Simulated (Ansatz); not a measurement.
Relaxation of C₂H₈AsNO₂ (14 atoms, charge 0, multiplicity 1), to a largest force component of 0.015 eV/Å in at most 40 steps.

Method: RHF/def2-mTZVP in Ansatz.

```xyz
14
Properties=species:S:1:pos:R:3
O -0.410 -2.775 1.016
C 0.230 -1.891 0.126
O -0.001 -0.543 0.498
C 0.817 0.321 -0.362
N 0.504 1.692 0.007
As -1.304 2.175 -0.397
H -1.398 -2.554 0.857
H -0.089 -2.049 -0.921
H 1.317 -2.135 0.224
H 1.838 0.113 -0.253
H 0.424 0.157 -1.399
H 1.128 2.312 -0.559
H -0.954 2.870 -1.753
H -1.605 0.790 -1.118
```

Q: Where does it end, and by what steps?

A: The run converged. The force dipped under the threshold on the way, but the program's further checks kept it going. After 19 steps the energy has fallen by 1.078 eV; H12 moved furthest, 1.24 Å.

```
step  energy less start (eV)  largest force component (eV/Å)  accepted
   0                  0.0000                           4.094       yes
   1                 -0.6110                           1.220       yes
   2                 -0.7029                           0.533       yes
   3                 -0.7215                           0.174       yes
   4                 -0.7316                           0.137       yes
   5                 -0.7432                           0.178       yes
   6                 -0.7453                           1.203       yes
   7                 -0.8187                           0.607       yes
   8                 -0.8691                           0.434       yes
   9                 -0.9333                           0.502       yes
  10                 -0.9681                           0.798       yes
  11                 -0.9310                           2.118        no
  12                 -1.0142                           0.584       yes
  13                 -1.0547                           0.377       yes
  14                 -1.0774                           0.075       yes
  15                 -1.0776                           0.099       yes
  16                 -1.0782                           0.015       yes
  17                 -1.0777                           0.073        no
  18                 -1.0782                           0.007       yes
  19                 -1.0783                           0.006       yes
```

```xyz
14
Properties=species:S:1:pos:R:3
O -0.442 -2.619 0.968
C 0.310 -1.887 0.079
O 0.101 -0.533 0.305
C 0.820 0.321 -0.548
N 0.522 1.687 -0.291
As -1.106 2.441 -0.693
H -1.349 -2.361 0.896
H 0.051 -2.129 -0.951
H 1.346 -2.155 0.250
H 1.884 0.154 -0.403
H 0.582 0.094 -1.582
H 0.853 1.975 0.607
H -1.035 2.230 -2.190
H -2.039 1.263 -0.481
```

Whether the end is a true minimum wasn't checked by a vibrational analysis.

Run time: 110 s on 2 threads of Arm Neoverse V1, on a shared host, peak memory 0.5 GiB.
